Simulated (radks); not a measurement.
Valence configurations of N+ (all share [He]). Calculated with a radial shooting solver on a logarithmic mesh with Libxc functionals: scalar-relativistic Kohn-Sham, PBEsol, spin-unpolarised, spherical densities, point nucleus. Energies are relative to 2s2 2p2; eigenvalues in eV.

2s2 2p2: E (eV) 0.000; e(2p) -20.598; e(2s) -32.305
2s1.5 2p2.5: E (eV) 5.855; e(2p) -20.651; e(2s) -32.366
2s1 2p3: E (eV) 11.715; e(2p) -20.707; e(2s) -32.428
2p4: E (eV) 23.443; e(2p) -20.823
2s0.5 2p3.5: E (eV) 17.577; e(2p) -20.764; e(2s) -32.493

NIST lists [He] 2s2 2p2 as the ground configuration; this level of theory agrees among the configurations tried. The energies are those of spherical spin-averaged densities, not of single terms.
